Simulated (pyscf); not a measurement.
## F–SiH₂⁺, singlet

Gas-phase minimum from PySCF at ωB97X-D3(BJ)/def2-SVP, one conformer. 

SMILES: F[SiH2+]
```xyz
4

F      0.8734     1.8146    -0.5808
Si     0.2754     0.4121    -0.2072
H      0.6765    -0.1203     1.1012
H     -0.6125    -0.1880    -1.2112
```
Charge +1, spin multiplicity 1.

Bonds (Å): F1–Si2 1.570, Si2–H3 1.468, Si2–H4 1.468. Bond angles (°): F1–Si2–H3 115.6, F1–Si2–H4 115.6, H3–Si2–H4 128.8.

Properties at ωB97X-D3(BJ)/def2-SVP:

Harmonic wavenumbers, unscaled: 683, 753, 919, 1038, 2359, 2434 cm⁻¹
Zero-point energy: 11.7 kcal/mol
Rotational symmetry number: 2
Entropy of this conformer at 298 K and 1 atm, rigid rotor and harmonic oscillator, modes under 100 cm⁻¹ raised to 100: 237.6 J/(mol K)
Dipole moment: depends on origin

Single-point totals, which compare only within one level (frozen core for MP2 and CC):

```csv
level,total energy (hartree)
ωB97X-D3(BJ)/def2-TZVP,-390.31574
PBE/def2-TZVP,-390.04046
r²SCAN/def2-TZVP,-390.21787
B3LYP-D3(BJ)/def2-TZVP,-390.31612
PBE0-D3(BJ)/def2-TZVP,-390.06858
M06-2X/def2-TZVP,-390.23253
ωB97M-D3(BJ)/def2-TZVP,-390.34665
HF/def2-TZVPP,-389.32265
MP2/def2-TZVPP,-389.67142
CCSD/def2-TZVPP,-389.68670
CCSD(T)/def2-TZVPP,-389.69677
```

The CCSD(T) − MP2 part came from Ansatz, without density fitting, on the same reference.
